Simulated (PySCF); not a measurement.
Compound: BeMe(vinyl), C3H6Be.
Cartesian coordinates in Å at the PBE0-D3(BJ)/def2-SVP level; atoms count from 1:
```
atom  x, y, z in Å
Be1   -0.087   -0.332    0.386
C2    -0.085   -0.313    2.063
H3    -0.747    0.469    2.478
H4     0.921   -0.133    2.483
H5    -0.434   -1.274    2.483
C6    -0.091   -0.345   -1.290
C7     0.200    0.740   -2.030
H8    -0.335   -1.251   -1.867
H9     0.460    1.706   -1.578
H10    0.197    0.733   -3.129
```

The closed-shell ground state was solved at several levels (PySCF, density fitting, gas phase, non-relativistic).

| level | basis functions | total energy (Eh) | HOMO (eV) | LUMO (eV) | gap (eV) | dipole (D) |
| --- | --- | --- | --- | --- | --- | --- |
| wB97X-D/pcSseg-1 | 93 | -132.5873 | -9.64 | 1.07 | 10.71 | 0.13 |
| CAM-B3LYP/def2-SVPD | 120 | -132.4675 | -9.11 | 0.23 | 9.34 | 0.12 |
| B3LYP/pcJ-1 | 152 | -132.6700 | -7.48 | -0.72 | 6.76 | 0.09 |

**Question.** What might PBE0/pcSseg-1 (93 basis functions) give for the same quantities?

**Answer.** Total energy -132.4478 Eh, HOMO -7.77 eV, LUMO -0.74 eV, gap 7.03 eV, dipole 0.13 D.

**Question.** Over all these levels, which gives the widest orbital gap and which the narrowest?

**Answer.** wB97X-D/pcSseg-1 (range-separated hybrid) has the widest, 10.71 eV, and B3LYP/pcJ-1 (global hybrid, 20 % exact exchange) the narrowest, 6.76 eV. Functional and basis both differ between the two, so the spread mixes both effects.

**Question.** How far do the dipole and the HOMO energy spread over the levels?

**Answer.** The dipole runs from 0.09 to 0.13 D (mean 0.12 D) and the HOMO from -9.64 to -7.48 eV.

One conformer stands for the species.

Note: wB97X-D ran without an empirical dispersion term, which enters the total energy and its gradient alone.
